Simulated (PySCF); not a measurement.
Identify the unknown among the candidates.

All candidates are C7H12OS.

| technique | computed result |
| --- | --- |
| Dipole | 3.35 D [PBE0/pcSseg-1] |
| Rotational structure | rotational constants A, B, C: 3.701, 0.685, 0.651 GHz [GFN2-xTB] |
| NMR, other nuclei | isotropic shieldings of nuclei other than C and H, by class: 314 (1 O), 204 (1 S) ppm [GIAO PBE0/pcSseg-1] |
| 1H NMR | chemical shifts (computed TMS as zero) by class: 6.83 (1 H), 6.52 (1 H), 6.34 (1 H), 3.08 (1 H), 2.54 (1 H), 2.41 (1 H), 2.36 (1 H), 2.20 (1 H), 2.08 (1 H), 1.91 (1 H), 1.81 (1 H), 1.66 (1 H) ppm [GIAO PBE0/pcSseg-1] |
| 13C NMR | chemical shifts (computed TMS as zero) by class: 157.3 (1 C), 123.6 (1 C), 74.8 (1 C), 28.0 (1 C), 27.3 (1 C), 27.2 (1 C), 16.2 (1 C) ppm [GIAO PBE0/pcSseg-1] |

The electronic properties come from PySCF, for the isolated species, density fitting. Levels stand in brackets. Geometry: GFN2-xTB, one conformer, isolated molecule. NMR classes are plain means over equivalent atoms (diastereotopic ones count apart unless rotation or inversion swaps them), as if these changed places fast.

Problem. Which candidate is it?
A. `C=C(C)CO[C@H]1CCS1`
B. `CCC[C@H]1CSCC1=O`
C. `C=C[S@](=O)CC1CCC1`

Solution. C. It is `C=C[S@](=O)CC1CCC1`. Numbering: `[CH2:1]=[CH:2][S@:3](=[O:4])[CH2:5][CH:6]1[CH2:7][CH2:8][CH2:9]1`. 7 carbons fall into 7 classes; from least to most shielded: alkene CH carbon [C2] (157.3 ppm), terminal =CH2 carbon [C1] (123.6 ppm), chain sp3 carbon bound to sulfur [C5] (74.8 ppm), four-membered-ring carbon [C6] (28.0 ppm), four-membered-ring carbon [C7] (27.3 ppm), four-membered-ring carbon [C9] (27.2 ppm), four-membered-ring carbon [C8] (16.2 ppm). Hydrogen classes from least to most shielded: 1 H on an alkene CH carbon, C2 (6.83 ppm), 1 H on a terminal =CH2 carbon, C1 (6.52 ppm), 1 H on a terminal =CH2 carbon, C1 (6.34 ppm), 1 H on a four-membered-ring carbon, C6 (3.08 ppm), 1 H on an sp3 carbon bound to sulfur, C5 (2.54 ppm), 1 H on a four-membered-ring carbon, C9 (2.41 ppm), 1 H on a four-membered-ring carbon, C7 (2.36 ppm), 1 H on an sp3 carbon bound to sulfur, C5 (2.20 ppm), 1 H on a four-membered-ring carbon, C8 (2.08 ppm), 1 H on a four-membered-ring carbon, C8 (1.91 ppm), 1 H on a four-membered-ring carbon, C7 (1.81 ppm), 1 H on a four-membered-ring carbon, C9 (1.66 ppm). The other shieldings belong to: 314 ppm, sulfinyl oxygen [O4]; 204 ppm, sulfinyl sulfur [S3]. The optimised geometry has point group C1 and is an asymmetric top.

The others, at the same levels:
- `CCC[C@H]1CSCC1=O` fails: its computed 13C shifts are 219.8 (1 C), 55.4 (1 C), 41.9 (1 C), 38.8 (1 C), 37.7 (1 C), 27.2 (1 C), 17.2 (1 C) ppm, 1H shifts are 3.45 (1 H), 3.32 (1 H), 3.03 (1 H), 2.62 (1 H), 2.10 (1 H), 2.01 (1 H), 1.36 (1 H), 1.17 (1 H), 1.09 (3 H), 0.77 (1 H) ppm and rotational constant A is 2.470 GHz (against 3.701 GHz).
- `C=C(C)CO[C@H]1CCS1` fails: its computed 13C shifts are 152.2 (1 C), 118.9 (1 C), 85.5 (1 C), 75.5 (1 C), 36.3 (1 C), 23.2 (1 C), 21.4 (1 C) ppm, 1H shifts are 5.59 (1 H), 5.21 (1 H), 5.20 (1 H), 3.86 (1 H), 3.52 (1 H), 3.19 (1 H), 3.07 (1 H), 2.87 (1 H), 2.87 (1 H), 2.01 (3 H) ppm and rotational constant A is 3.324 GHz (against 3.701 GHz).

Each candidate is one conformer, not necessarily the lowest. The conformers computed, where there is a choice (atom-mapped SMILES and torsion angles):
- `[CH2:1]=[CH:2][S@:3](=[O:4])[CH2:5][CH:6]1[CH2:7][CH2:8][CH2:9]1`: C1–C2–S3–O4 -2°, C2–S3–C5–C6 171°, S3–C5–C6–C7 173°
- `[CH2:1]=[C:2]([CH3:3])[CH2:4][O:5][C@H:6]1[CH2:7][CH2:8][S:9]1`: C1–C2–C4–O5 127°, C2–C4–O5–C6 173°, C4–O5–C6–C7 -174°

The conformers of `CCC[C@H]1CSCC1=O` aren't listed.
